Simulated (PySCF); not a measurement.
# Simulated absorption spectrum

Species: C₇H₆O.
SMILES: `C#CC1=COC=CC1`

Computed, not measured: PySCF, TDDFT CAM-B3LYP/def2-SVPD, vertical, gas phase, core orbitals frozen in the response. Isolated species at its GFN2-xTB geometry, gas phase.

Broadening: Gaussians 0.5 eV wide at half height, area fixed by f = 4.319×10⁻⁹ ∫ε dν̃. The width is an assumption, not a result. The curve ends short of the highest state used, and states not computed would add to its high-energy end.

E (eV), ε (L mol⁻¹ cm⁻¹) and a bar:
```
     3.95         12 
     4.02         37 
     4.09        100 
     4.16        244 #
     4.23        535 ###
     4.30       1051 #####
     4.37       1851 #########
     4.44       2926 ##############
     4.51       4149 ####################
     4.58       5278 ##########################
     4.65       6021 #############################
     4.72       6162 ##############################
     4.79       5657 ############################
     4.86       4658 #######################
     4.93       3441 #################
     5.00       2280 ###########
     5.07       1355 #######
     5.14        723 ###
     5.21        346 ##
     5.28        150 #
     5.35         61 
     5.42         28 
     5.49         23 
     5.56         39 
     5.63         79 
     5.70        163 #
     5.77        327 ##
     5.84        614 ###
     5.91       1068 #####
     5.98       1698 ########
     6.05       2454 ############
     6.12       3224 ################
     6.19       3872 ###################
     6.26       4306 #####################
     6.33       4539 ######################
     6.40       4684 #######################
```

Question: Where are the band maxima, and which computed states make them?

Answer: 264 nm (4.70 eV), ε about 6200, made up of S1 (100%) (ε in L mol⁻¹ cm⁻¹; maxima over ε = 5, shares over 10%). At its high-energy end, 6.40 eV, the curve is still rising (ε about 4700, from S5, S6 and S7). The states used: S1 4.70 eV (f 0.115); S2 5.79 eV (f 0.0003); S3 5.89 eV (f 0.0007); S4 5.96 eV (f 0.0000); S5 6.25 eV (f 0.070); S6 6.66 eV (f 0.020); S7 6.74 eV (f 0.077); S8 7.00 eV (f 0.0088).

Question: Does any computed singlet lie in the visible range?

Answer: No computed singlet lies in the visible range (380 to 750 nm); the lowest, at 264 nm, stands 1.44 eV above its violet end (3.26 eV); a Tamm–Dancoff triplet lies at 380 nm, without intensity as long as spin–orbit coupling is left out.

Question: Coming from long wavelengths, where does ε first pass 100 L mol⁻¹ cm⁻¹?

Answer: At about 303 nm (4.09 eV), 0.61 eV below S1.

Question: On this curve, what absorbance would a 10⁻⁵ mol/L sample give at 248 nm over a 1 cm path?

Answer: 248 nm is 4.999 eV, where ε is about 2300 L mol⁻¹ cm⁻¹, so A = ε c l ≈ 0.023 (Beer–Lambert, with the gas-phase spectrum and the assumed width).
